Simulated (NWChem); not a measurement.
System: MgNH2F; SMILES [NH2][Mg][F]

NWChem input:

```
start job
memory heap 200 mb stack 900 mb global 1100 mb
geometry units angstroms
  Mg     0.505794    -0.136165    -0.007164
  F     -0.065986     1.243641    -0.848143
  N     -0.612721    -1.279535     1.010690
  H     -1.337007    -1.646089     0.415841
  H     -1.097508    -0.716603     1.718161
end
basis spherical
  * library 6-31g*
end
dft
  xc b3lyp
  iterations 150
end
driver
  maxiter 120
end
task dft optimize
task dft freq
```

The level has its own optimisation; frequencies are unscaled.

**Question.** What results follow from this input? (B3LYP/6-31G* (spherical d).) Quantities: r F–Mg (Å); r Mg–N (Å); r H–N (Å); highest harmonic frequency (cm⁻¹); lowest (cm⁻¹); zero-point energy (kcal/mol); dipole (D).

**Answer.** 
```
Quantity                           Result
---------------------------------  ------
r F–Mg (Å)                          1.744
r Mg–N (Å)                          1.886
r H–N (Å)                           1.014
highest harmonic frequency (cm⁻¹)    3629
lowest (cm⁻¹)                          99
zero-point energy (kcal/mol)         16.0
dipole (D)                           2.09
```
